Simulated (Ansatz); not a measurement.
Stretching the B1–H3 bond in BFHI (SMILES FBI) (multiplicity 1 held, fragments rigid). Energies count from the point at 1.186 Å.
Geometry at that point (charge 0, multiplicity 1):
```xyz
4

B     -0.2447    -1.3335     0.8064
F      0.7923    -1.7438     1.4967
H     -1.2601    -1.9458     0.8179
I     -0.0877     0.4586    -0.3457
```

U- levels take the lowest unrestricted solution at each point, which mixes spins at long bonds. Active spaces are followed from a long bond inwards. Levels need not reach the same state.

Correlated levels freeze the cores. Filled d and f shells under p-block atoms count as core.

Programs: Ansatz (Gaussian orbitals). Values without a source in brackets are computed. In def2 rows elements past Kr take small-core potentials, without spin–orbit coupling.

Q: What energy at R = 3.794 Å does U-MP2/def2-TZVPP give?

A: 105.5 kcal/mol

Q: Give the energy at R = 3.794 Å at the level FIC-MRCISD+Q on CASSCF(2,2)/def2-TZVPP.

A: 107.1 kcal/mol

Q: What is the computed energy at R = 3.794 Å (U-PBE/def2-TZVPP)?

A: 102.2 kcal/mol

Doubts at one or more of the structures used: a spin-contaminated determinant (U-PBE/def2-TZVPP, U-MP2/def2-TZVPP).

Ansatz is an electronic-structure program.
